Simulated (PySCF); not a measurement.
# Computed beside measured shifts: C11H14O2

System: C11H14O2 (measured compound), SMILES CC(C)(C)OC(=O)c1ccccc1.

Atom-mapped SMILES (hydrogens are numbered by the atom that bears them): [CH3:1][C:2]([CH3:3])([CH3:4])[O:5][C:6](=[O:7])[c:8]1[cH:9][cH:10][cH:11][cH:12][cH:13]1

Level of theory: GIAO KT3/pcSseg-2, gas phase, PySCF SCF with an in-house response code, fitting set def2-universal-JFIT, grid level 2, non-relativistic, geometry: PBE0-D3(BJ)/def2-SVP.

One optimised conformer. Values are averaged over the atoms that symmetry or fast rotation interchanges, on this one geometry and without vibrational averaging. Shifts are the reference shielding less the shielding here, at the same level (13C, 1H against isolated TMS; 17O against isolated H2O); nuclei without a reference have shieldings only.

Problem. What shifts does this level give for C2, C1/3/4, H on 1/3/4, and how do they compare with measurement?

Solution. 
```json
{"atom": "C2", "nucleus": "13C", "computed / ppm": "82.4", "measured / ppm": "80.7", "computed less measured": "1.7", "measured against": "TMS", "medium of the measurement": "not stated per compound (mostly CDCl3 or CCl4)"}
{"atom": "C1/3/4", "nucleus": "13C", "computed / ppm": "28.1", "measured / ppm": "28.2", "computed less measured": "-0.1", "measured against": "TMS", "medium of the measurement": "not stated per compound (mostly CDCl3 or CCl4)"}
{"atom": "H on 1/3/4", "nucleus": "1H", "computed / ppm": "1.56", "measured / ppm": "1.58", "computed less measured": "-0.02", "measured against": "TMS", "medium of the measurement": "not stated per compound (mostly CDCl3 or CCl4)"}
```

Measured values: Pretsch, Buehlmann, Badertscher, Structure Determination of Organic Compounds, 4th ed..
